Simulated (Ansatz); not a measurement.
Z-matrix (Å, degrees):
```
C
In 1 2.203
H 1 1.089 2 109.1
H 1 1.089 2 109.4 3 120.5
H 1 1.090 2 106.0 3 -119.6
O 2 2.013 1 110.9 3 116.5
H 6 0.960 2 115.5 1 -179.9
```

The species carries charge 0 and has multiplicity 2. In: def2 effective core potential.

**Question.** List the B3LYP/def2-TZVPP orbital energies in eV (Ansatz 0.2.0). (Estimate.)

**Answer.** Ansatz gave: α occupied: -519.49, -276.80, -126.72, -83.36, -83.20, -83.08, -25.69, -20.63, -20.39, -20.33, -20.30, -20.12, -18.55, -12.26, -11.17, -11.16, -9.78, -8.19, -7.80, -5.35. α empty: -1.43, -0.06, 0.29, 1.59, 1.90, 2.63, 3.09, 3.24. β occupied: -519.39, -276.65, -126.67, -83.32, -83.13, -83.06, -25.47, -20.47, -20.30, -20.26, -20.24, -20.03, -18.28, -12.14, -11.08, -11.03, -9.23, -7.72, -7.49. β empty: -3.15, -1.16, 0.07, 0.46, 1.72, 1.96, 2.74, 3.30. ⟨S²⟩ = 0.755.

B3LYP here is the variant with VWN-RPA as its local correlation; programs differ in this.
